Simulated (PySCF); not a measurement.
**Spinor energies of Nb⁴⁺ (niobium, charge +4)**

Start: [Kr] 4d1; 4d3/2 filled at m_j = +3/2. Calculated with PySCF 2.14 in x2c-QZVPPall-2c (13s12p9d3f2g, 133 functions): generalised Hartree-Fock with the X2C-1e Hamiltonian and a Gaussian nucleus; one run each with spin-orbit coupling (SO) switched off, then screened by Boettger's factors.

```json
{"spinor shell": "1s1/2", "electrons": "2", "ε, spin-free (eV)": "-19135.0", "ε, screened SO (eV)": "-19134.1", "weight of nominal j (screened SO)": "1.000", "rms radius, screened SO (bohr)": "0.0415"}
{"spinor shell": "2s1/2", "electrons": "2", "ε, spin-free (eV)": "-2791.4", "ε, screened SO (eV)": "-2791.2", "weight of nominal j (screened SO)": "1.000", "rms radius, screened SO (bohr)": "0.171"}
{"spinor shell": "2p1/2", "electrons": "2", "ε, spin-free (eV)": "-2491.2", "ε, screened SO (eV)": "-2557.3", "weight of nominal j (screened SO)": "1.000", "rms radius, screened SO (bohr)": "0.149"}
{"spinor shell": "2p3/2", "electrons": "4", "ε, spin-free (eV)": "-2491.2", "ε, screened SO (eV)": "-2460.0", "weight of nominal j (screened SO)": "1.000", "rms radius, screened SO (bohr)": "0.154"}
{"spinor shell": "3s1/2", "electrons": "2", "ε, spin-free (eV)": "-537.07", "ε, screened SO (eV)": "-536.96", "weight of nominal j (screened SO)": "1.000", "rms radius, screened SO (bohr)": "0.471"}
{"spinor shell": "3p1/2", "electrons": "2", "ε, spin-free (eV)": "-436.11", "ε, screened SO (eV)": "-447.28", "weight of nominal j (screened SO)": "1.000", "rms radius, screened SO (bohr)": "0.471"}
{"spinor shell": "3p3/2", "electrons": "4", "ε, spin-free (eV)": "-436.11", "ε, screened SO (eV)": "-430.78", "weight of nominal j (screened SO)": "1.000", "rms radius, screened SO (bohr)": "0.481"}
{"spinor shell": "3d3/2", "electrons": "4", "ε, spin-free (eV)": "-271.04", "ε, screened SO (eV)": "-272.96", "weight of nominal j (screened SO)": "0.999", "rms radius, screened SO (bohr)": "0.471"}
{"spinor shell": "3d5/2", "electrons": "6", "ε, spin-free (eV)": "-271.04", "ε, screened SO (eV)": "-269.63", "weight of nominal j (screened SO)": "1.000", "rms radius, screened SO (bohr)": "0.474"}
{"spinor shell": "4s1/2", "electrons": "2", "ε, spin-free (eV)": "-117.89", "ε, screened SO (eV)": "-117.85", "weight of nominal j (screened SO)": "1.000", "rms radius, screened SO (bohr)": "1.21"}
{"spinor shell": "4p1/2", "electrons": "2", "ε, spin-free (eV)": "-87.452", "ε, screened SO (eV)": "-89.850", "weight of nominal j (screened SO)": "0.983", "rms radius, screened SO (bohr)": "1.32"}
{"spinor shell": "4p3/2", "electrons": "4", "ε, spin-free (eV)": "-87.452", "ε, screened SO (eV)": "-86.248", "weight of nominal j (screened SO)": "0.991", "rms radius, screened SO (bohr)": "1.35"}
{"spinor shell": "4d3/2", "electrons": "1", "ε, spin-free (eV)": "-49.966", "ε, screened SO (eV)": "-50.090", "weight of nominal j (screened SO)": "0.992", "rms radius, screened SO (bohr)": "1.73"}
```

```
   quantity    spin-free  screened SO
E (hartree)  -3814.12805  -3814.54132
        M_J          3/2          3/2
       ⟨J²⟩        4.871        3.794
       ⟨L²⟩        6.014        6.016
       ⟨S²⟩        0.752        0.759
```

Each row is a mean over spinors that exchange with the open shell spreads, by up to 3.747 eV (4p1/2).

Breit and QED terms are absent; they matter most for the inner s and p1/2 levels.

Densities and radii are taken from the X2C orbitals without a picture-change correction, which distorts them close to the nucleus.

Without spin-orbit coupling the j labels of p, d and f shells carry no meaning; the spin-free column gives the mean over the occupied spinors of each nl shell, and its ⟨J²⟩ belongs to a mixture of degenerate components.
